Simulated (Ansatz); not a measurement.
Relaxed structures of BGeH₅O, closed shell (PBE0-D4/def2-TZVP; forces vanish, vibrations not checked; lower isomers may exist, and structures with a doubtful reference or unclear bonds are left out; Å). Computed with Ansatz 0.2.0 (basis: def2-TZVPP); correlated methods freeze the cores. Filled d shells of the heavier atoms are correlated. The def2 sets are not built for correlating such inner shells, so the correlated values are less sure here.

Q: Rank them by CCSD(T) energy, lowest first, and give each one's height above the lowest. Links in brackets join atoms within 1.22 times the sum of their covalent radii (1.1 for two metals). (Judge from chemistry; the value comes from the calculation.)
A.
a complex of BGeH₃O ([OH][B][GeH2]) + H₂
```
8
angstrom
B -0.1136 -0.3890 -0.6487
O -0.6883 0.4435 -1.4577
Ge 0.7535 -1.1953 0.9501
H -0.9355 0.1605 -2.3445
H -0.4806 2.8045 1.1755
H -0.1853 2.1500 1.3838
H 1.9481 -1.7437 0.0886
H -0.2111 -2.4355 0.9102
```
B.
BGeH₅O ([BH3][O][GeH2])
```
8
angstrom
B 0.5368 -0.7633 0.7418
O -0.0954 -0.5691 -0.6907
Ge -0.7132 0.9258 -1.0546
H -1.3193 1.0861 -2.4498
H -0.6831 2.0833 -0.0635
H 0.4329 0.3110 1.3321
H 1.6925 -1.0771 0.5475
H -0.1098 -1.6460 1.2657
```
C.
BGeH₅O ([BH2][O][GeH3])
```
8
angstrom
B -0.7135 0.8784 -1.0941
O -0.2059 -0.3175 -0.7628
Ge 0.5580 -0.7508 0.8056
H -1.1893 1.0019 -2.1900
H -0.6914 1.7995 -0.3135
H 0.5262 0.4878 1.7119
H 1.9874 -1.1910 0.4707
H -0.2715 -1.9084 1.3722
```

A: Computed: C (0.0 kJ/mol), A (259.0 kJ/mol), B (262.9 kJ/mol). Heights count from the lowest.

The T1 diagnostic stays at or below 0.023.

For scale, one of the runs: CCSD(T)/def2-TZVPP, 180 basis functions, launched by `ansatz run in.yaml --threads 2 --pin off --events-out ev --progress --plain --max-ram 4352MiB`. Time: 78 s of wall clock on 2 CPU threads of an Arm Neoverse V1; the host was shared. Peak host memory: 1.8 GiB.
